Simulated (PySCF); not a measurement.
# Atomic charges against the basis set

Species: C₂H₇ClO₂Si.
Numbering: `[CH3:1][O:2][SiH:3]([Cl:4])[O:5][CH3:6]` (hydrogens: H7, H8, H9 on C1; H10 on Si3; H11, H12, H13 on C6)

PBE0 throughout (PySCF), one geometry, spherical d and f functions. One conformer (not necessarily the lowest) at the PBE0-D3(BJ)/def2-SVP geometry, without solvent, vibrations or thermal averaging. Atoms taken as equivalent share a column and are averaged.

Mulliken charges (e):

```tsv
basis	functions	C1/C6	O2/O5	Si3	Cl4	H7 (×6)	H10
STO-3G	45	-0.134	-0.368	+0.974	-0.392	+0.086	-0.099
6-31G	76	-0.216	-0.716	+1.188	-0.337	+0.185	-0.095
pcSseg-0	76	-0.303	-0.855	+1.441	-0.429	+0.230	-0.079
6-31G*	106	-0.270	-0.548	+0.924	-0.318	+0.183	-0.068
cc-pVDZ	127	+0.077	-0.407	+0.673	-0.263	+0.051	-0.056
def2-SVP	127	+0.128	-0.493	+0.838	-0.300	+0.046	-0.085
aug-cc-pVDZ	209	+0.904	-0.854	+1.205	-0.429	-0.207	+0.363
6-311+G(2d,p)	220	-0.328	-0.655	+1.378	-0.318	+0.158	-0.041
def2-TZVP	240	-0.217	-0.328	+0.604	-0.265	+0.129	-0.023
cc-pVTZ	286	-0.101	-0.289	+0.527	-0.253	+0.089	-0.028
IGLO-III	298	-0.278	-0.461	+1.286	-0.402	+0.126	-0.163
pcSseg-2	328	+0.141	-0.552	+1.004	-0.318	+0.040	-0.104
```

IAO charges (e):

```json
{"basis": "STO-3G", "functions": "45", "C1/C6": "-0.259", "O2/O5": "-0.453", "Si3": "+1.075", "Cl4": "-0.330", "H7 (×6)": "+0.130", "H10": "-0.104"}
{"basis": "6-31G", "functions": "76", "C1/C6": "-0.237", "O2/O5": "-0.587", "Si3": "+1.142", "Cl4": "-0.324", "H7 (×6)": "+0.154", "H10": "-0.091"}
{"basis": "pcSseg-0", "functions": "76", "C1/C6": "-0.218", "O2/O5": "-0.590", "Si3": "+1.171", "Cl4": "-0.329", "H7 (×6)": "+0.146", "H10": "-0.106"}
{"basis": "6-31G*", "functions": "106", "C1/C6": "-0.197", "O2/O5": "-0.627", "Si3": "+1.290", "Cl4": "-0.350", "H7 (×6)": "+0.141", "H10": "-0.140"}
{"basis": "cc-pVDZ", "functions": "127", "C1/C6": "-0.194", "O2/O5": "-0.621", "Si3": "+1.278", "Cl4": "-0.345", "H7 (×6)": "+0.140", "H10": "-0.139"}
{"basis": "def2-SVP", "functions": "127", "C1/C6": "-0.186", "O2/O5": "-0.622", "Si3": "+1.289", "Cl4": "-0.341", "H7 (×6)": "+0.136", "H10": "-0.149"}
{"basis": "aug-cc-pVDZ", "functions": "209", "C1/C6": "-0.203", "O2/O5": "-0.632", "Si3": "+1.292", "Cl4": "-0.348", "H7 (×6)": "+0.144", "H10": "-0.137"}
{"basis": "6-311+G(2d,p)", "functions": "220", "C1/C6": "-0.205", "O2/O5": "-0.643", "Si3": "+1.321", "Cl4": "-0.350", "H7 (×6)": "+0.145", "H10": "-0.146"}
{"basis": "def2-TZVP", "functions": "240", "C1/C6": "-0.202", "O2/O5": "-0.646", "Si3": "+1.339", "Cl4": "-0.353", "H7 (×6)": "+0.144", "H10": "-0.152"}
{"basis": "cc-pVTZ", "functions": "286", "C1/C6": "-0.204", "O2/O5": "-0.641", "Si3": "+1.327", "Cl4": "-0.353", "H7 (×6)": "+0.144", "H10": "-0.148"}
{"basis": "IGLO-III", "functions": "298", "C1/C6": "-0.205", "O2/O5": "-0.645", "Si3": "+1.330", "Cl4": "-0.348", "H7 (×6)": "+0.145", "H10": "-0.150"}
{"basis": "pcSseg-2", "functions": "328", "C1/C6": "-0.203", "O2/O5": "-0.645", "Si3": "+1.336", "Cl4": "-0.352", "H7 (×6)": "+0.144", "H10": "-0.151"}
```

Hirshfeld charges (e):

| basis | functions | C1/C6 | O2/O5 | Si3 | Cl4 | H7 (×6) | H10 |
| --- | --- | --- | --- | --- | --- | --- | --- |
| STO-3G | 45 | +0.044 | -0.226 | +0.647 | -0.325 | +0.018 | -0.064 |
| 6-31G | 76 | -0.010 | -0.258 | +0.480 | -0.171 | +0.046 | -0.047 |
| pcSseg-0 | 76 | -0.020 | -0.241 | +0.504 | -0.166 | +0.041 | -0.063 |
| 6-31G* | 106 | -0.010 | -0.229 | +0.434 | -0.159 | +0.044 | -0.057 |
| cc-pVDZ | 127 | -0.030 | -0.211 | +0.444 | -0.142 | +0.041 | -0.066 |
| def2-SVP | 127 | -0.031 | -0.218 | +0.446 | -0.130 | +0.042 | -0.069 |
| aug-cc-pVDZ | 209 | -0.041 | -0.235 | +0.472 | -0.126 | +0.044 | -0.061 |
| 6-311+G(2d,p) | 220 | -0.033 | -0.236 | +0.465 | -0.127 | +0.044 | -0.062 |
| def2-TZVP | 240 | -0.036 | -0.228 | +0.456 | -0.126 | +0.044 | -0.063 |
| cc-pVTZ | 286 | -0.037 | -0.223 | +0.456 | -0.131 | +0.043 | -0.064 |
| IGLO-III | 298 | -0.043 | -0.229 | +0.456 | -0.110 | +0.043 | -0.061 |
| pcSseg-2 | 328 | -0.042 | -0.233 | +0.468 | -0.125 | +0.045 | -0.064 |

ESP-fitted charges (e):

```json
{"basis": "STO-3G", "functions": "45", "C1/C6": "-0.185", "O2/O5": "-0.307", "Si3": "+0.938", "Cl4": "-0.390", "H7 (×6)": "+0.093", "H10": "-0.123"}
{"basis": "6-31G", "functions": "76", "C1/C6": "-0.017", "O2/O5": "-0.509", "Si3": "+0.922", "Cl4": "-0.316", "H7 (×6)": "+0.088", "H10": "-0.080"}
{"basis": "pcSseg-0", "functions": "76", "C1/C6": "-0.086", "O2/O5": "-0.518", "Si3": "+1.077", "Cl4": "-0.349", "H7 (×6)": "+0.105", "H10": "-0.148"}
{"basis": "6-31G*", "functions": "106", "C1/C6": "-0.145", "O2/O5": "-0.283", "Si3": "+0.480", "Cl4": "-0.210", "H7 (×6)": "+0.102", "H10": "-0.026"}
{"basis": "cc-pVDZ", "functions": "127", "C1/C6": "-0.139", "O2/O5": "-0.244", "Si3": "+0.388", "Cl4": "-0.173", "H7 (×6)": "+0.094", "H10": "-0.015"}
{"basis": "def2-SVP", "functions": "127", "C1/C6": "-0.108", "O2/O5": "-0.284", "Si3": "+0.476", "Cl4": "-0.177", "H7 (×6)": "+0.088", "H10": "-0.042"}
{"basis": "aug-cc-pVDZ", "functions": "209", "C1/C6": "-0.217", "O2/O5": "-0.203", "Si3": "+0.327", "Cl4": "-0.155", "H7 (×6)": "+0.111", "H10": "0.000"}
{"basis": "6-311+G(2d,p)", "functions": "220", "C1/C6": "-0.242", "O2/O5": "-0.201", "Si3": "+0.303", "Cl4": "-0.145", "H7 (×6)": "+0.120", "H10": "+0.006"}
{"basis": "def2-TZVP", "functions": "240", "C1/C6": "-0.228", "O2/O5": "-0.200", "Si3": "+0.325", "Cl4": "-0.147", "H7 (×6)": "+0.114", "H10": "-0.008"}
{"basis": "cc-pVTZ", "functions": "286", "C1/C6": "-0.220", "O2/O5": "-0.204", "Si3": "+0.345", "Cl4": "-0.156", "H7 (×6)": "+0.112", "H10": "-0.012"}
{"basis": "IGLO-III", "functions": "298", "C1/C6": "-0.229", "O2/O5": "-0.178", "Si3": "+0.234", "Cl4": "-0.116", "H7 (×6)": "+0.113", "H10": "+0.015"}
{"basis": "pcSseg-2", "functions": "328", "C1/C6": "-0.196", "O2/O5": "-0.243", "Si3": "+0.427", "Cl4": "-0.175", "H7 (×6)": "+0.108", "H10": "-0.025"}
```

Some averages cover members that differ in this geometry, most widely: C1/C6, ESP-fitted in 6-31G -0.123 to +0.088; C1/C6, ESP-fitted in pcSseg-2 -0.290 to -0.101; C1/C6, ESP-fitted in 6-311+G(2d,p) -0.331 to -0.153; C1/C6, ESP-fitted in pcSseg-0 -0.174 to +0.002 e.

Q: Which scheme is steadiest as the basis changes?

A: Largest range over the bases for any column: Hirshfeld 0.21 e, IAO 0.26 e, ESP-fitted 0.84 e, Mulliken 1.23 e. Hirshfeld charges move least and Mulliken charges most, counted in e. Without the minimal STO-3G basis the ranges are Hirshfeld 0.07, IAO 0.20, ESP-fitted 0.84, Mulliken 1.23 e.

Q: How much do the charges still move between the two largest bases, IGLO-III and pcSseg-2?

A: At most, over all atoms: Mulliken 0.420 e, IAO 0.006 e, Hirshfeld 0.015 e, ESP-fitted 0.193 e.

Q: What do the same runs give for the total energy, the frontier levels and the dipole moment?

A: 
```tsv
basis	energy (Eh)	HOMO (eV)	LUMO (eV)	μ (D)
STO-3G	-968.7643	-4.86	4.91	1.98
6-31G	-979.9463	-8.50	0.91	1.61
pcSseg-0	-978.7237	-8.51	1.18	1.73
6-31G*	-980.1052	-8.45	1.46	1.46
cc-pVDZ	-980.1518	-8.40	1.44	1.30
def2-SVP	-979.7407	-8.46	1.57	1.30
aug-cc-pVDZ	-980.1763	-8.56	-0.07	1.23
6-311+G(2d,p)	-980.2495	-8.61	0.18	1.28
def2-TZVP	-980.2797	-8.58	0.96	1.25
cc-pVTZ	-980.2761	-8.55	1.02	1.26
IGLO-III	-980.2761	-8.56	0.75	1.18
pcSseg-2	-980.2951	-8.63	0.54	1.29
```

The dipole is fixed by the density alone, so its range of 0.80 D shows that the density itself changes with the basis, not only its division among atoms.
